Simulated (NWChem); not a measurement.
System: MgCl2; SMILES [Cl][Mg][Cl]

NWChem input:

```
start job
memory heap 200 mb stack 900 mb global 1100 mb
geometry units angstroms noautosym nocenter noautoz
  Mg     0.000000     0.000000     0.041935
  Cl     2.192978     0.000000     0.042135
  Cl    -2.192978     0.000000     0.042135
end
basis spherical
  Mg library def2-tzvpd
  Cl library def2-tzvpd
end
dft
  xc hfexch
  iterations 150
end
property
  response 1 0.0
end
task dft property
```

Parts of the log:

```
             Northwest Computational Chemistry Package (NWChem) 7.3.0
             --------------------------------------------------------

                             Geometry "geometry" -> ""
                             -------------------------

 Output coordinates in angstroms (scale by  1.889725989 to convert to a.u.)

  No.       Tag          Charge          X              Y              Z
 ---- ---------------- ---------- -------------- -------------- --------------
    1 Mg                  12.0000     0.00000000     0.00000000     0.04193500
    2 Cl                  17.0000     2.19297800     0.00000000     0.04213500
    3 Cl                  17.0000    -2.19297800     0.00000000     0.04213500

 Effective nuclear repulsion energy (a.u.)     133.3211866122

  xc_inp: hfexch multiplicative factor not found.
                              NWChem Property Module
                              ----------------------

                                 NWChem DFT Module
                                 -----------------

 Summary of "ao basis" -> "ao basis" (spherical)
 ------------------------------------------------------------------------------
       Tag                 Description            Shells   Functions and Types
 ---------------- ------------------------------  ------  ---------------------
 Mg                        def2-tzvpd               13       35   5s5p3d
 Cl                        def2-tzvpd               16       46   6s6p3d1f

            General Information
            -------------------
          SCF calculation type: DFT
          Wavefunction type:  closed shell.
          No. of atoms     :     3
          No. of electrons :    46
           Alpha electrons :    23
            Beta electrons :    23
          Charge           :     0
          Spin multiplicity:     1
          Use of symmetry is: off; symmetry adaption is: off
          Maximum number of iterations: 150
          AO basis - number of functions:   127
                     number of shells:    45
          Convergence on energy requested:  1.00D-06
          Convergence on density requested:  1.00D-05
          Convergence on gradient requested:  5.00D-04

              XC Information
              --------------
                     Hartree-Fock (Exact) Exchange  1.000

      Superposition of Atomic Density Guess
      -------------------------------------

 Sum of atomic energies:       -1118.56246040

      Non-variational initial energy
      ------------------------------

 Total energy =   -1118.770026
 1-e energy   =   -1815.061497
 2-e energy   =     562.970285
 HOMO         =      -0.458239
 LUMO         =      -0.084489

   convergence    iter        energy       DeltaE   RMS-Dens  Diis-err
 ---------------- ----- ----------------- --------- --------- ---------
 d= 0,ls=0.0,diis     1  -1118.7603038773 -1.25D+03  3.84D-03  2.06D-01
 d= 0,ls=0.0,diis     2  -1118.7954416952 -3.51D-02  1.24D-03  4.71D-02
 d= 0,ls=0.0,diis     3  -1118.8005994046 -5.16D-03  3.52D-04  8.05D-04
 d= 0,ls=0.0,diis     4  -1118.8009587244 -3.59D-04  1.20D-04  7.49D-05
 d= 0,ls=0.0,diis     5  -1118.8009978454 -3.91D-05  3.75D-05  5.52D-06
  Resetting Diis
 d= 0,ls=0.0,diis     6  -1118.8010006284 -2.78D-06  6.68D-06  2.70D-07
 d= 0,ls=0.0,diis     7  -1118.8010007285 -1.00D-07  6.74D-07  1.32D-08

         Total DFT energy =    -1118.801000728526
      One electron energy =    -1817.073761747145
           Coulomb energy =      636.272262960927
    Exchange-Corr. energy =      -71.320688554505
 Nuclear repulsion energy =      133.321186612198

 Numeric. integr. density =        0.000000000000

                       DFT Final Molecular Orbital Analysis
                       ------------------------------------

 Vector   21  Occ=2.000000D+00  E=-4.538932D-01
              MO Center= -1.9D-12,  7.3D-10,  4.2D-02, r^2= 5.7D+00
   Bfn.  Coefficient  Atom+Function         Bfn.  Coefficient  Atom+Function
  ----- ------------  ---------------      ----- ------------  ---------------
    52      0.367999  2 Cl py                98      0.367999  3 Cl py
    55      0.262988  2 Cl py               101      0.262988  3 Cl py
    49      0.169512  2 Cl py                95      0.169512  3 Cl py
    43     -0.135249  2 Cl py                89     -0.135249  3 Cl py
    46     -0.069096  2 Cl py                92     -0.069096  3 Cl py

 Vector   22  Occ=2.000000D+00  E=-4.500102D-01
              MO Center=  1.9D-12,  1.6D-11,  4.2D-02, r^2= 5.8D+00
   Bfn.  Coefficient  Atom+Function         Bfn.  Coefficient  Atom+Function
  ----- ------------  ---------------      ----- ------------  ---------------
    52      0.372506  2 Cl py                98     -0.372506  3 Cl py
    55      0.263608  2 Cl py               101     -0.263608  3 Cl py
    49      0.172154  2 Cl py                95     -0.172154  3 Cl py
    43     -0.136900  2 Cl py                89      0.136900  3 Cl py
    46     -0.070090  2 Cl py                92      0.070090  3 Cl py

 Vector   23  Occ=2.000000D+00  E=-4.500102D-01
              MO Center=  6.4D-12, -1.6D-11,  4.2D-02, r^2= 5.8D+00
   Bfn.  Coefficient  Atom+Function         Bfn.  Coefficient  Atom+Function
  ----- ------------  ---------------      ----- ------------  ---------------
    53      0.372506  2 Cl pz                99     -0.372506  3 Cl pz
    56      0.263608  2 Cl pz               102     -0.263608  3 Cl pz
    50      0.172154  2 Cl pz                96     -0.172154  3 Cl pz
    44     -0.136900  2 Cl pz                90      0.136900  3 Cl pz
    47     -0.070090  2 Cl pz                93      0.070090  3 Cl pz

 Vector   24  Occ=0.000000D+00  E= 1.013995D-02
              MO Center=  1.6D-13, -6.9D-15,  4.1D-02, r^2= 9.7D+00
   Bfn.  Coefficient  Atom+Function         Bfn.  Coefficient  Atom+Function
  ----- ------------  ---------------      ----- ------------  ---------------
     5      3.274540  1 Mg s                 41     -1.353974  2 Cl s
    87     -1.353974  3 Cl s                 57      0.399194  2 Cl px
   103     -0.399194  3 Cl px                35      0.385861  1 Mg d  2
    54      0.306496  2 Cl px               100     -0.306496  3 Cl px
    33     -0.222777  1 Mg d  0               3     -0.145290  1 Mg s

 Vector   25  Occ=0.000000D+00  E= 3.901053D-02
              MO Center= -1.5D-12,  8.8D-10,  4.2D-02, r^2= 1.6D+01
   Bfn.  Coefficient  Atom+Function         Bfn.  Coefficient  Atom+Function
  ----- ------------  ---------------      ----- ------------  ---------------
    19      1.594791  1 Mg py                58     -0.350183  2 Cl py
   104     -0.350183  3 Cl py                16     -0.157211  1 Mg py
    13      0.147826  1 Mg py                55     -0.085135  2 Cl py
   101     -0.085135  3 Cl py                52     -0.082337  2 Cl py
    98     -0.082337  3 Cl py                 7     -0.048038  1 Mg py

 Vector   26  Occ=0.000000D+00  E= 3.901054D-02
              MO Center= -1.6D-12, -8.8D-10,  4.3D-02, r^2= 1.6D+01
   Bfn.  Coefficient  Atom+Function         Bfn.  Coefficient  Atom+Function
  ----- ------------  ---------------      ----- ------------  ---------------
    20      1.594791  1 Mg pz                59     -0.350183  2 Cl pz
   105     -0.350183  3 Cl pz                17     -0.157211  1 Mg pz
    14      0.147826  1 Mg pz                56     -0.085135  2 Cl pz
   102     -0.085135  3 Cl pz                53     -0.082337  2 Cl pz
    99     -0.082337  3 Cl pz                 8     -0.048038  1 Mg pz

     Multipole analysis of the density
     ---------------------------------

     L   x y z        total         alpha         beta         nuclear
     -   - - -        -----         -----         ----         -------
     0   0 0 0     -0.000000    -23.000000    -23.000000     46.000000

     1   1 0 0     -0.000000     -0.000000     -0.000000      0.000000
     1   0 1 0     -0.000000     -0.000000     -0.000000      0.000000
     1   0 0 1     -0.000423     -1.829287     -1.829287      3.658150

     2   2 0 0    -39.072971   -311.490964   -311.490964    583.908958
     2   1 1 0     -0.000000     -0.000000     -0.000000      0.000000
     2   1 0 1     -0.000000     -0.000000     -0.000000      0.000000
     2   0 2 0    -24.907161    -12.453581    -12.453581      0.000000
     2   0 1 1      0.000000      0.000000      0.000000      0.000000
     2   0 0 2    -24.907228    -12.599072    -12.599072      0.290916

 *** CALLING NEW AORESP DRIVER FOR CLOSED AND OPEN SHELLS ***
 Entering AOResponse driver routine

--------------------------------------------------------------------------------

          -----------------------------------------------
          Solving response equations for perturbing field
          -----------------------------------------------

 number of frequencies:     1
 frequency in a.u.:  0.0000000E+00
 Perturbing field: electric
 Using El. Dipole Length Gauge

 Setting up CPKS with frequency omega =      0.00000000 a.u.

 STATIC response

                                NWChem CPHF Module
                                ------------------

  scftype          =     RHF
  nclosed          =       23
  nopen            =        0
  variables        =     2392
  # of vectors     =        3
  tolerance        = 0.10D-03
  level shift      = 0.00D+00
  max iterations   =       50
  max subspace     =       30

 SCF residual:    6.3752926346064942E-005

Iterative solution of linear equations
  No. of variables     2392
  No. of equations        3
  Maximum subspace       30
        Iterations       50
       Convergence  1.0D-04

   iter   nsub   residual    time
   ----  ------  --------  ---------
     1      3    1.13D+00      22.9
     2      6    5.14D-01      28.9
     3      9    8.31D-02      34.7
     4     12    3.89D-02      40.6
     5     15    5.62D-03      46.5
     6     18    1.55D-03      52.3
     7     21    5.96D-04      58.1
     8     24    1.37D-04      64.0
     9     27    2.01D-05      69.8

 Electric Dipole Response Matrix (nonzero elements):

              1        2        3
    1   53.4804   0.0000   0.0000
    2    0.0000  40.3812  -0.0000
    3   -0.0000  -0.0000  40.3812

 ------------------------------------------
 average:        44.74762 + I       0.00000

 DFT Linear Response polarizability / au
 Frequency  =       0.0000000 / au
              X              Y              Z
 -----------------------------------------------
 X      53.4803612      0.0000000      0.0000000
 Y       0.0000000     40.3812470     -0.0000000
 Z      -0.0000000     -0.0000000     40.3812484
 -----------------------------------------------
 Eigenvalues =      53.4803612     40.3812470     40.3812484
 Isotropic   =      44.7476189
 Anisotropic =      13.0991135
 -----------------------------------------------

 Magnetic Dipole Response Matrix (nonzero elements):

 Exiting AOResponse driver routine
```

Level: Hartree-Fock/def2-TZVPD. Geometry: optimised at PBE0/def2-SVP.
